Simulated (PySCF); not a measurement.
## Orbital picture of AsN

MN15 at R = 1.606 Å; basis As def2-TZVPP, N def2-TZVPP; no relativity; PySCF 2.14. State: ¹Σ⁺ (singlet), closed shell. Only the outer orbitals are listed, counted within each symmetry.

```json
{"orbital": "8σ", "occ.": "2", "ε (eV)": "-23.60", "on As (%)": "34", "main shells (%)": "60 N s, 25 As s"}
{"orbital": "9σ", "occ.": "2", "ε (eV)": "-14.60", "on As (%)": "70", "main shells (%)": "62 As s, 22 N s, 8 As p"}
{"orbital": "10σ", "occ.": "2", "ε (eV)": "-9.66", "on As (%)": "36", "main shells (%)": "54 N p, 28 As p, 10 N s"}
{"orbital": "4π", "occ.": "2", "ε (eV)": "-9.53", "on As (%)": "46", "main shells (%)": "53 N p, 44 As p"}
{"orbital": "4π", "occ.": "2", "ε (eV)": "-9.53", "on As (%)": "46", "main shells (%)": "53 N p, 44 As p"}
{"orbital": "5π", "occ.": "0", "ε (eV)": "-1.82", "on As (%)": "64", "main shells (%)": "57 As p, 36 N p"}
{"orbital": "5π", "occ.": "0", "ε (eV)": "-1.82", "on As (%)": "64", "main shells (%)": "57 As p, 36 N p"}
```

Task: Which are the highest filled and the lowest empty level, where do they sit, and how wide is the gap?

Result: Highest filled 4π at -9.53 eV (in %: 53 N p, 44 As p); lowest empty 5π at -1.82 eV (in %: 57 As p, 36 N p); the gap at MN15 is 7.71 eV.

| Item | Value |
| --- | --- |
| bond order (Mayer) | 2.88 |
| ⟨S²⟩ | 0.000 |
| charge on As (Mulliken, basis-dependent) | 0.34 |
| charge on As (Löwdin, basis-dependent) | 0.43 |
| dipole moment (positive dipole means As(−)N(+)) | -3.09 D |
